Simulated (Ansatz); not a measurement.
## CH6NOSi: which of these isomers lies lowest?

2 of its isomers, all doublets with charge 0: A = `CO[SiH2][NH]`; B = `CO[SiH]N`.

Shapes, held fixed at every level: PBE0-D4/def2-TZVP. Flexible molecules stand in one conformer, not always the lowest. Programs: Ansatz 0.2.0.

Electronic energies in kJ/mol, without zero-point or thermal terms.

```
                level                   kind   B − A
        HF/def2-TZVPP           Hartree–Fock   -35.7
     SPW92/def2-TZVPP                    LDA  -117.7
    PBE-D4/def2-TZVPP                    GGA   -94.7
r2SCAN0-D4/def2-TZVPP          global hybrid   -79.3
    B2PLYP/def2-TZVPP          double hybrid   -81.7
       MP2/def2-TZVPP    perturbation theory   -99.1
 CCSD(T)/CBS estimate  coupled cluster or CI   -83.6
```

The highest level, CCSD(T)/CBS estimate, puts B lowest of these. All levels agree on that. The B − A difference spans -117.7 to -35.7 kJ/mol over the levels. Open shells run unrestricted unless RO is named. The CBS estimate extrapolates MP2 from def2-TZVPP and def2-QZVPP and adds CCSD(T) − MP2 in the triple-zeta set, cores frozen.
